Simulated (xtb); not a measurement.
C₄H₁₂Ge (SMILES CC(C)[CH2][GeH3]), singlet, geometry from GFN2-xTB; GFN1-xTB with ALPB(thf) (xtb).

Here is a job for xtb.
```
$ xtb mol.xyz --gfn 1 --alpb thf --json

# file mol.xyz
17

Ge     1.19204730     0.56714476    -0.05754356
C     -0.14291499    -0.40813352     1.02478555
C     -1.47181421    -0.75171789     0.35417463
C     -1.27787032    -1.78595875    -0.74868490
C     -2.14060935     0.49817568    -0.20427519
H      2.47695911     0.63797260     0.70755841
H      1.51822983    -0.07475567    -1.36893037
H      0.79742154     1.98087734    -0.34754028
H     -0.33651492     0.20244411     1.91116398
H      0.32633876    -1.32831449     1.38212088
H     -2.13107858    -1.18576940     1.11818937
H     -0.64106043    -1.38068517    -1.53369694
H     -2.23428227    -2.05938865    -1.18936037
H     -0.81099573    -2.68634650    -0.35444740
H     -1.53940228     0.90778741    -1.01628749
H     -2.24171535     1.25754145     0.56886375
H     -3.13015973     0.26581165    -0.59224003
```

It wrote (shortened):

```
   ID    Z sym.   atoms
    1   32 Ge     1
    2    6 C      2-5
    3    1 H      6-17

           -------------------------------------------------
          |                Calculation Setup                |
           -------------------------------------------------

           -------------------------------------------------
          |                 G F N 1 - x T B                 |
           -------------------------------------------------

      * Solvation model:               ALPB
        Solvent                        thf
        Parameter file                 internal GFN1-xTB/ALPB
        Dielectric constant                7.6000E+00
        Reference state                gsolv [1 M gas/solution]
        Free energy shift                  6.2343E-03 Eh       3.9121E+00 kcal/mol
        Temperature                        2.9815E+02 K
        Density                            8.8300E-01 kg/L
        Solvent mass                       7.2106E+01 g/mol
        Interaction kernel             P16
        Born radius scaling (c1)           1.7918E+00
        Born radii integrator          GBOBC
        Born offset                        0.0000E+00 a0       0.0000E+00 AA
        H-bond correction              true
        Ion screening                  false
        Surface tension                    1.0000E-05 Eh       1.5569E+01 dyn/cm
        Grid points                               230 per atom

          ...................................................
          :                      SETUP                      :
          :.................................................:
          :  # basis functions                  50          :
          :  # atomic orbitals                  49          :
          :  # shells                           35          :
          :  # electrons                        32          :
          :  # halogen bonds                     0          :
          :  max. iterations                   250          :
          :  Hamiltonian                  GFN1-xTB          :
          :  restarted?                      false          :
          :  GBSA solvation                   true          :
          :  PC potential                    false          :
          :  electronic temp.          300.0000000     K    :
          :  accuracy                    1.0000000          :
          :  -> integral cutoff          0.2500000E+02      :
          :  -> integral neglect         0.1000000E-07      :
          :  -> SCF convergence          0.1000000E-05 Eh   :
          :  -> wf. convergence          0.2000000E-04 e    :
          :  Broyden damping             0.4000000          :
          :  net charge                          0          :
          :  unpaired electrons                  0          :
          ...................................................

 iter      E             dE          RMSdq      gap      omega  full diag
   1    -16.6657775 -0.166658E+02  0.720E+00    7.22       0.0  T
   2    -16.7683154 -0.102538E+00  0.430E+00    4.73       1.0  T
   3    -16.6911076  0.772078E-01  0.228E+00    7.67       1.0  T
   4    -16.8140354 -0.122928E+00  0.346E-01    5.99       1.0  T
   5    -16.8151899 -0.115454E-02  0.973E-02    5.82       1.0  T
   6    -16.8151946 -0.469325E-05  0.407E-02    5.86       1.0  T
   7    -16.8152052 -0.106353E-04  0.876E-03    5.83       2.8  T
   8    -16.8152083 -0.306987E-05  0.219E-03    5.84      11.1  T
   9    -16.8152084 -0.946298E-07  0.709E-04    5.84      34.2  T
  10    -16.8152084 -0.123748E-07  0.725E-05    5.84     334.8  T
  11    -16.8152084 -0.445439E-10  0.393E-05    5.84     617.3  T

   *** convergence criteria satisfied after 11 iterations ***

         :::::::::::::::::::::::::::::::::::::::::::::::::::::
         ::                     SUMMARY                     ::
         :::::::::::::::::::::::::::::::::::::::::::::::::::::
         :: total energy             -16.604765654375 Eh    ::
[...]
        18                         -0.2212823              -6.0214
        19                         -0.1958076              -5.3282
        20                         -0.1668365              -4.5399
        21                         -0.1626608              -4.4262
        22                         -0.1140286              -3.1029
        23                         -0.0935227              -2.5449
        24                         -0.0903930              -2.4597
        25                         -0.0776644              -2.1134
        26                         -0.0764678              -2.0808
        27                         -0.0692797              -1.8852
       ...                                ...                  ...
        49                          0.6147918              16.7293
      -------------------------------------------------------------
                  HL-Gap            0.2145894 Eh            5.8393 eV
             Fermi-level           -0.3335343 Eh           -9.0759 eV

  Mulliken/CM5 charges         n(s)   n(p)   n(d)
     1Ge    0.08021 -0.14091   1.420  2.196  0.304
     2C    -0.11734 -0.21029   1.071  3.047  0.000
     3C     0.01056 -0.06286   1.049  2.941  0.000
     4C    -0.09082 -0.24099   1.018  3.073  0.000
     5C    -0.08700 -0.23675   1.019  3.068  0.000
     6H    -0.05211  0.01342   1.052  0.000  0.000
     7H    -0.04688  0.01901   1.047  0.000  0.000
     8H    -0.04838  0.01748   1.048  0.000  0.000
     9H     0.05164  0.10848   0.948  0.000  0.000
    10H     0.05135  0.10827   0.949  0.000  0.000
    11H     0.02516  0.08279   0.975  0.000  0.000
    12H     0.03495  0.08915   0.965  0.000  0.000
    13H     0.03730  0.08966   0.963  0.000  0.000
    14H     0.03800  0.09048   0.962  0.000  0.000
    15H     0.03580  0.09048   0.964  0.000  0.000
    16H     0.03949  0.09221   0.961  0.000  0.000
    17H     0.03806  0.09037   0.962  0.000  0.000

Wiberg/Mayer (AO) data.
largest (>0.10) Wiberg bond orders for each atom

 ---------------------------------------------------------------------------
     #   Z sym  total        # sym  WBO       # sym  WBO       # sym  WBO
 ---------------------------------------------------------------------------
     1  32 Ge   3.999 --     2 C    1.005     6 H    0.922     8 H    0.920
                             7 H    0.919
     2   6 C    3.983 --     1 Ge   1.005     3 C    0.994    10 H    0.937
                             9 H    0.935
     3   6 C    3.995 --     4 C    1.014     5 C    1.013     2 C    0.994
                            11 H    0.972
     4   6 C    3.997 --     3 C    1.014    13 H    0.985    14 H    0.978
                            12 H    0.966
     5   6 C    3.998 --     3 C    1.013    17 H    0.985    16 H    0.973
                            15 H    0.963
     6   1 H    0.995 --     1 Ge   0.922
     7   1 H    0.997 --     1 Ge   0.919
     8   1 H    0.996 --     1 Ge   0.920
     9   1 H    1.001 --     2 C    0.935
    10   1 H    1.001 --     2 C    0.937
    11   1 H    1.007 --     3 C    0.972
    12   1 H    1.005 --     4 C    0.966
    13   1 H    1.003 --     4 C    0.985
    14   1 H    1.003 --     4 C    0.978
    15   1 H    1.004 --     5 C    0.963
    16   1 H    1.002 --     5 C    0.973
    17   1 H    1.003 --     5 C    0.985
 ---------------------------------------------------------------------------

Topologies differ in total number of bonds
Writing topology from bond orders to xtbtopo.mol

 dipole moment from electron density (au)
     X       Y       Z
  -0.6797  -0.3987   0.3023  total (Debye):    2.145

           -------------------------------------------------
          | TOTAL ENERGY              -16.604765654375 Eh   |
          | GRADIENT NORM               0.013427459680 Eh/α |
          | HOMO-LUMO GAP               5.839276115622 eV   |
           -------------------------------------------------

normal termination of xtb
```
